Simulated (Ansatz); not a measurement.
Z-matrix (Å, degrees):
```
Si
O 1 1.622
H 1 1.489 2 110.9
H 1 1.488 2 109.9 3 -120.1
H 1 1.487 2 109.9 3 120.2
Al 2 1.679 1 162.7 3 1.9
N 6 1.752 2 119.7 1 179.4
O 6 1.679 2 120.6 1 -0.6
H 7 1.006 6 124.6 2 179.9
H 7 1.006 6 124.5 2 -0.0
Si 8 1.622 6 162.8 2 0.0
H 11 1.489 8 110.9 6 -6.6
H 11 1.488 8 110.0 6 113.5
H 11 1.487 8 109.9 6 -126.8
```

The species carries charge 0 and has multiplicity 1.

(1) List the CAM-B3LYP/def2-TZVPP orbital energies in eV (the Gaussian-basis code of Ansatz). (Best estimate.)

Answers

(1) Computed: Occupied: -1801.21, -1801.21, -1526.31, -522.10, -522.10, -390.76, -145.69, -145.69, -114.37, -101.05, -101.05, -101.01, -101.01, -101.01, -101.01, -75.09, -74.96, -74.91, -28.73, -28.46, -24.75, -17.30, -16.84, -14.98, -14.32, -13.46, -13.08, -12.58, -12.34, -12.30, -12.11, -10.35, -10.33, -10.10, -9.98, -9.05. Lowest empty: 0.31, 1.70, 1.71, 1.90, 2.63, 2.67, 2.68, 2.81.
